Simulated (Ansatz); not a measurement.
# Redistribution: C2H4Cl2 + C2H3I → C2H4ClI + C2H3Cl

Species: C2H4Cl2 (1,1-dichloroethane) `CC(Cl)Cl`, singlet; C2H3I (vinyl iodide) `C=CI`, singlet; C2H4ClI `CC(Cl)I`, singlet; C2H3Cl `C=CCl`, singlet. The partners trade Cl for I; both sit on C, so the bond types are kept.

Shapes, held fixed at every level: PBE0-D4/def2-TZVP. Programs: Ansatz 0.2.0. The zero-point and thermal change to 298 K, harmonic and unscaled (PBE0-D4/def2-TZVP), is +0.2 kJ/mol.

```tsv
level	kind	ΔH(298 K) (kJ/mol)	less CCSD(T)/def2-TZVPP
HF/def2-SVP	Hartree–Fock	+4.7	+3.7
SPW92/def2-TZVPP	LDA	-2.5	-3.5
PBE0-D4/def2-TZVPP	global hybrid	-1.3	-2.3
r2SCAN0-D4/def2-TZVPP	global hybrid	-0.2	-1.2
wB97M-V/def2-TZVPP	range-separated hybrid	+1.0	0.0
MP2/def2-SVP	perturbation theory	-0.1	-1.1
CCSD(T)/def2-TZVPP	coupled cluster or CI	+1.0	0.0
```

The highest level, CCSD(T)/def2-TZVPP, gives ΔH(298 K) = +1.0 kJ/mol; the levels span -2.5 to +4.7. That is about zero within the method's error. They disagree on the sign: 3 of 7 are positive. The column of differences is taken from that level and isn't an error. No measured value is set beside it here. For atoms past krypton def2 sets carry core potentials with scalar relativity. Outer-core shells of I are correlated in most correlated rows, in sets that cover them unevenly.
